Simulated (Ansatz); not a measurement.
Geometry optimisation, RKS B3LYP-D4/def2-SVP in Ansatz.

input.yaml

```yaml
crystal:
  periodic: [false, false, false]
  atoms:
    - { symbol: O, position_ang: [-0.40587, 1.28191, -0.0504] }
    - { symbol: C, position_ang: [0.67786, 0.27742, -0.2451] }
    - { symbol: Al, position_ang: [-0.06543, -1.48159, 0.583] }
    - { symbol: F, position_ang: [-1.66565, -1.09884, 0.53706] }
    - { symbol: H, position_ang: [-0.3623, 2.00372, -0.7099] }
    - { symbol: H, position_ang: [-1.2744, 0.81707, -0.09281] }
    - { symbol: H, position_ang: [0.90381, 0.20477, -1.31721] }
    - { symbol: H, position_ang: [1.5669, 0.71527, 0.21938] }
    - { symbol: H, position_ang: [0.62508, -2.71974, 1.07598] }
total_charge: 1
basis:
  gaussian: { orbitals: def2-SVP }
hamiltonian:
  xc: b3lyp
  dispersion: d4
relax:
  f_tol: 0.015
  max_steps: 40
```

Run as:

```bash
$ ansatz run input.yaml --threads 1 --pin off --max-ram 2048MiB --backend cpu --events-out ev --progress --plain --runs-dir out
```

Q: Where does it end, and by what steps?

A: The forces met the threshold. Limits of this set-up: the dipole of an ion depends on the origin. After 7 steps the energy has fallen by 0.182 eV; F4 moved furthest, 0.28 Å.

```tsv
step	energy less start (eV)	largest force component (eV/Å)	accepted
0	0.0000	1.116	yes
1	-0.1213	0.642	yes
2	-0.1536	0.571	yes
3	-0.1733	0.189	yes
4	-0.1790	0.062	yes
5	-0.1808	0.141	yes
6	-0.1817	0.060	yes
7	-0.1819	0.010	yes
```

```xyz
9
Properties=species:S:1:pos:R:3
O -0.430 1.224 -0.129
C 0.749 0.277 -0.230
Al -0.014 -1.422 0.547
F -1.607 -0.825 0.591
H -0.542 1.888 -0.836
H -1.261 0.691 0.071
H 1.022 0.212 -1.294
H 1.565 0.773 0.314
H 0.518 -2.817 0.965
```

Whether the end is a true minimum wasn't checked by a vibrational analysis.

Time of the run: 47 s on 1 thread of Arm Neoverse N1, with other jobs on the host, peak memory 0.16 GiB.
